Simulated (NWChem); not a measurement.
# C4H2F2; SMILES C#C/C(F)=C\F

```xyz
8

C      1.3217    -1.9487     0.0000
C      0.4988    -1.0624     0.0000
C     -0.4939    -0.0532     0.0000
F     -1.7813    -0.4784     0.0000
C     -0.2764     1.2673     0.0000
F      0.9668     1.7639     0.0000
H      2.0607    -2.7179     0.0000
H     -1.0649     2.0109     0.0000
```
Atoms are numbered in this order, from 1.

Geometry: optimised at B3LYP/6-31G* (spherical d).

Q: Give the principal values of the shielding tensors (ppm) of C1, C2, C3, F4, C5 from PBE0/pcSseg-1, GIAO (NWChem), with their diamagnetic and paramagnetic parts as GIAO splits them.

A: 
```tsv
atom	σ11	σ22	σ33	isotropic	diamagnetic	paramagnetic
C1	20.2	43.6	182.5	82.1	256.3	-174.2
C2	12.9	20.1	302.7	111.9	257.5	-145.6
C3	-38.4	65.0	87.3	38.0	248.8	-210.8
F4	298.1	355.6	366.7	340.1	477.1	-137.0
C5	-66.7	49.9	86.0	23.1	252.0	-228.9
```
